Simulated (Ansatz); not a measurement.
```xyz
3

H     0.0167   -0.0469   -1.3340
Be    0.0020    0.0104   -0.0489
H    -0.0145    0.0393    1.3664
```

Basis set: cc-pVTZ (spherical functions). All electrons are correlated. Charge 0, multiplicity 1.

Computed with Ansatz (development build ahead of 0.2.0); each method stands on the lowest determinant of its kind that the runs found. Restricted open shells among the atoms or ions are ROHF, correlated in semicanonical orbitals with singles.

Problem. Give the atomization energy at this shape (free ground-state atoms in the same class of orbitals less the molecule, no zero-point energy) of singlet BeH2 by RHF-MP2, RHF.

Solution.

```tsv
method	atomization energy
RHF-MP2	6.30 eV
RHF	5.35 eV
```
